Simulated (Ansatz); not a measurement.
Ansatz (a program for electronic structure) input (B3LYP-D3(BJ)/def2-TZVP):

Ansatz 0.2 input:
```yaml
crystal:
  periodic: [false, false, false]
  atoms:
    - {symbol: B, position_ang: [1.12382714, -0.09386341, 0.06750857]}
    - {symbol: Cl, position_ang: [1.42568475, 1.59978930, -0.27222116]}
    - {symbol: Cl, position_ang: [2.43774928, -1.18831199, 0.34940051]}
    - {symbol: O, position_ang: [-0.11271436, -0.60402694, 0.12255388]}
    - {symbol: C, position_ang: [-1.29488167, -0.02448483, -0.04664594]}
    - {symbol: H, position_ang: [-2.14924344, -0.66492803, 0.05087439]}
    - {symbol: H, position_ang: [-1.36272237, 1.02576144, -0.26741106]}
basis:
  gaussian:
    orbitals: def2-TZVP
hamiltonian:
  xc: b3lyp
  dispersion: d3bj
magnetization: {spin_polarized: true, initial_magnetization: 1}
relax: {f_tol: 0.002, max_steps: 150}
```

Output:

```
Functional definition: B3LYP
integrals: 0.10 GiB planned
1114 factors; their error is unknown
mean field: 1.21 GiB planned
mean field evaluation 1: about -28838.6901 eV, gradient 3.4e1 eV
mean field evaluation 2: about -28831.8853 eV, gradient 5.4e1 eV
mean field evaluation 4: about -28842.9859 eV, gradient 2.1e0 eV
mean field evaluation 8: about -28843.0105 eV, gradient 4.6e-2 eV
mean field evaluation 16: about -28843.0699 eV, gradient 3.1e-4 eV
mean field -28843.06990947 eV, -1059.9632686379 hartree, gradient 1.7e-5 eV, S^2 0.754002; 0 other end points of the search recorded, 0 dependent functions left out
the calculation of the forces begins
reference -28843.07016806 eV, -1059.9632781411 hartree; 28, 27 occupied and 151, 152 virtual orbitals, 1114 factors
relax step   1: F+E_penalty+E_count = -28843.36835917 eV  Δ(F+E_penalty+E_count) = +0.000e0 eV  max|allowed force component| = 7.885e-1 eV/Å  Δτ_max = 0.0000 Å  (32 SCF iters, accepted)
these checks for a lower state are left out or cut short: starts, cluster_reference, orbital_swaps, neighbouring_geometries, increment
integrals: 0.10 GiB planned
1114 factors; their error is unknown
mean field: 1.21 GiB planned
mean field -28843.09098968 eV, -1059.9640433215 hartree, gradient 1.9e-5 eV, S^2 0.754049; 0 other end points of the search recorded, 0 dependent functions left out
the calculation of the forces begins
reference -28843.09124827 eV, -1059.9640528246 hartree; 28, 27 occupied and 151, 152 virtual orbitals, 1114 factors
relax step   2: F+E_penalty+E_count = -28843.38869157 eV  Δ(F+E_penalty+E_count) = -2.033e-2 eV  max|allowed force component| = 4.152e-1 eV/Å  Δτ_max = 0.0253 Å  (35 SCF iters, accepted)
these checks for a lower state are left out or cut short: starts, cluster_reference, orbital_swaps, neighbouring_geometries, increment
integrals: 0.10 GiB planned
1114 factors; their error is unknown
mean field: 1.21 GiB planned
mean field evaluation 32: about -28843.0993 eV, gradient 2.2e-3 eV
mean field -28843.09932844 eV, -1059.9643497651 hartree, gradient 2.0e-5 eV, S^2 0.754072; 0 other end points of the search recorded, 0 dependent functions left out
the calculation of the forces begins
reference -28843.09958688 eV, -1059.9643592627 hartree; 28, 27 occupied and 151, 152 virtual orbitals, 1114 factors
relax step   3: F+E_penalty+E_count = -28843.39695021 eV  Δ(F+E_penalty+E_count) = -8.259e-3 eV  max|allowed force component| = 1.110e-1 eV/Å  Δτ_max = 0.0254 Å  (34 SCF iters, accepted)
these checks for a lower state are left out or cut short: starts, cluster_reference, orbital_swaps, neighbouring_geometries, increment
integrals: 0.10 GiB planned
1114 factors; their error is unknown
mean field: 1.22 GiB planned
mean field -28843.09963537 eV, -1059.9643610448 hartree, gradient 1.6e-5 eV, S^2 0.754048; 0 other end points of the search recorded, 0 dependent functions left out
the calculation of the forces begins
reference -28843.09989364 eV, -1059.9643705361 hartree; 28, 27 occupied and 151, 152 virtual orbitals, 1114 factors
relax step   4: F+E_penalty+E_count = -28843.39770344 eV  Δ(F+E_penalty+E_count) = -7.532e-4 eV  max|allowed force component| = 9.344e-2 eV/Å  Δτ_max = 0.0085 Å  (36 SCF iters, accepted)
these checks for a lower state are left out or cut short: starts, cluster_reference, orbital_swaps, neighbouring_geometries, increment
integrals: 0.10 GiB planned
1114 factors; their error is unknown
mean field: 1.21 GiB planned
mean field -28843.09968682 eV, -1059.9643629355 hartree, gradient 2.0e-5 eV, S^2 0.754053; 0 other end points of the search recorded, 0 dependent functions left out
the calculation of the forces begins
reference -28843.09994511 eV, -1059.9643724273 hartree; 28, 27 occupied and 151, 152 virtual orbitals, 1114 factors
relax step   5: F+E_penalty+E_count = -28843.39779958 eV  Δ(F+E_penalty+E_count) = -9.614e-5 eV  max|allowed force component| = 8.548e-3 eV/Å  Δτ_max = 0.0039 Å  (27 SCF iters, accepted)
these checks for a lower state are left out or cut short: starts, cluster_reference, orbital_swaps, neighbouring_geometries, increment
integrals: 0.10 GiB planned
1114 factors; their error is unknown
mean field: 1.21 GiB planned
mean field -28843.09966704 eV, -1059.9643622086 hartree, gradient 1.4e-5 eV, S^2 0.754053; 0 other end points of the search recorded, 0 dependent functions left out
the calculation of the forces begins
reference -28843.09992530 eV, -1059.9643716995 hartree; 28, 27 occupied and 151, 152 virtual orbitals, 1114 factors
relax step   6: F+E_penalty+E_count = -28843.39781308 eV  Δ(F+E_penalty+E_count) = -1.350e-5 eV  max|allowed force component| = 2.697e-3 eV/Å  Δτ_max = 0.0015 Å  (25 SCF iters, accepted)
these checks for a lower state are left out or cut short: starts, cluster_reference, orbital_swaps, neighbouring_geometries, increment
integrals: 0.10 GiB planned
1114 factors; their error is unknown
mean field: 1.21 GiB planned
mean field -28843.09967476 eV, -1059.9643624924 hartree, gradient 2.3e-5 eV, S^2 0.754053; 0 other end points of the search recorded, 0 dependent functions left out
the calculation of the forces begins
reference -28843.09993303 eV, -1059.9643719834 hartree; 28, 27 occupied and 151, 152 virtual orbitals, 1114 factors
relax step   7: F+E_penalty+E_count = -28843.39781350 eV  Δ(F+E_penalty+E_count) = -4.186e-7 eV  max|allowed force component| = 4.631e-4 eV/Å  Δτ_max = 0.0010 Å  (25 SCF iters, accepted)
integrals: 0.10 GiB planned
1114 factors; their error is unknown
mean field: 1.21 GiB planned
mean field evaluation 64: about -28842.7548 eV, gradient 8.8e0 eV
mean field -28843.09967476 eV, -1059.9643624924 hartree, gradient 2.2e-5 eV, S^2 0.754053; 1 other end points of the search recorded, 0 dependent functions left out
the calculation of the forces begins
reference -28843.09993303 eV, -1059.9643719834 hartree; 28, 27 occupied and 151, 152 virtual orbitals, 1114 factors
Total energy: -28843.39807176 eV, -1059.9753283798 hartree
Atom 0 at     1.116990    -0.109845     0.070619 Å, force    -0.000083    -0.000318    -0.000176 eV/Å
Atom 1 at     1.381409     1.599361    -0.273213 Å, force     0.000155    -0.000081     0.000004 eV/Å
Atom 2 at     2.483459    -1.174118     0.348063 Å, force    -0.000089     0.000238    -0.000080 eV/Å
Atom 3 at    -0.119417    -0.646510     0.130855 Å, force     0.000363     0.000033     0.000463 eV/Å
Atom 4 at    -1.304638    -0.015649    -0.049158 Å, force    -0.000327     0.000064    -0.000091 eV/Å
Atom 5 at    -2.173416    -0.642944     0.046280 Å, force     0.000051    -0.000083    -0.000204 eV/Å
Atom 6 at    -1.316687     1.039640    -0.269387 Å, force    -0.000071     0.000147     0.000084 eV/Å
Dipole moment:    -0.343658     0.078151    -0.030345 e Å
```

It need not be the lowest isomer of its formula.
